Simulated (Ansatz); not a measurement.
The same path of a periodic cell of 17 atoms, Li₁₆H (host Li, host structure bcc, interstitial H) was run twice with different band settings. Lost on the way: Li3–H17. Made: Li2–H17.

Level of theory: DFT PBE, scalar-relativistic, plane waves, PAW (Ansatz). Settings: cutoff 420 eV, k mesh 3x3x3, gaussian smearing 0.1 eV, no spin polarisation.

Relaxed end points:

```xyz
17
Lattice="6.9800 0.0000 0.0000 0.0000 6.9800 0.0000 0.0000 0.0000 6.9800" Properties=species:S:1:pos:R:3
Li -0.023 0.154 0.001
Li 3.628 -0.121 0.004
Li -0.026 3.321 0.002
Li 0.049 0.050 3.488
Li 1.772 1.743 1.600
Li 3.626 3.589 0.004
Li 3.390 -0.087 3.491
Li 5.094 1.736 1.865
Li 0.047 3.427 3.489
Li 1.692 5.237 1.690
Li 1.773 1.741 5.388
Li 3.399 3.567 3.492
Li 5.336 5.232 1.820
Li 5.095 1.736 5.127
Li 1.692 5.237 5.296
Li 5.331 5.232 5.165
H 0.883 1.749 -0.001
```

```xyz
17
Lattice="6.9800 0.0000 0.0000 0.0000 6.9800 0.0000 0.0000 0.0000 6.9800" Properties=species:S:1:pos:R:3
Li 0.159 -0.030 0.001
Li 3.320 -0.027 0.001
Li -0.124 3.630 -0.001
Li 0.056 0.053 3.491
Li 1.747 1.775 1.589
Li 3.604 3.632 -0.001
Li 3.429 0.050 3.491
Li 5.237 1.690 1.684
Li -0.090 3.388 3.490
Li 1.742 5.091 1.867
Li 1.747 1.776 5.388
Li 3.575 3.393 3.490
Li 5.235 5.336 1.823
Li 5.237 1.689 5.294
Li 1.742 5.092 5.110
Li 5.235 5.338 5.156
H 1.739 0.883 -0.002
```

Common settings: climbing image yes; optimiser quadratic models (default); end points relaxed.

| run | movable images | spring | start path | force threshold | iteration limit |
| --- | --- | --- | --- | --- | --- |
| 1 | 5 | 2.0 to 10.0 eV/Å², energy-weighted | IDPP | 0.03 eV/Å | 80 |
| 2 | 2 | 5.0 eV/Å² | default | 0.05 eV/Å | 50 |

What does each run give, and how far can it be trusted?

Run 1: converged after 39 iterations, highest image 0.002 eV above the first end. A structure lower than the last end lies on the path between it and the top, so the climb from that side starts below the end, which may itself be a saddle point or a shallow side well. The top lies less than 8 meV above the higher end, about what the thresholds resolve: the motion is nearly free. By the program's own check the climbing image is of a kind that is not told: the force calls were inconclusive, a negative curvature could not be distinguished from the path's own, the only one lies far off the path, or fixed occupations may fill a level only in part (lowest curvatures found: -0.06 and 0.10 eV/Å²).
Run 2: converged after 7 iterations, highest image 0.003 eV above the first end. The top lies less than 8 meV above the higher end, about what the thresholds resolve: the motion is nearly free. The order of the stationary point at the top wasn't checked. So few images can step over the top or miss a turn of the path.
Limits of this set-up: coarse k mesh, odd electron count without spin, a small cell, in which the defect meets its images.
